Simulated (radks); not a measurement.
The mean radii <r> (bohr) of the occupied orbitals of an atom or ion are listed with their occupations. Method: non-relativistic Kohn-Sham, PBE, spin-unpolarised, spherical densities, point nucleus; computed with a radial shooting solver on a logarithmic mesh with Libxc functionals.

| orbital | occ. | <r> |
|---|---|---|
| 1s | 2 | 0.02665 |
| 2s | 2 | 0.1142 |
| 2p | 6 | 0.09711 |
| 3s | 2 | 0.2998 |
| 3p | 6 | 0.2897 |
| 3d | 10 | 0.2605 |
| 4s | 2 | 0.6839 |
| 4p | 6 | 0.7057 |
| 4d | 10 | 0.7634 |
| 5s | 2 | 1.621 |
| 5p | 6 | 1.810 |
| 5d | 1 | 2.530 |

Name the element and its charge.

Answer. Z = 57, lanthanum, charge +2: La2+ in [Xe] 5d1. The 1s radius gives Z: for a bare nucleus <r> = 1.5/Z, 0.02632 bohr for Z = 57, and screening makes it slightly larger (0.02665 here). The occupations add up to 55, and the charge is Z minus that.
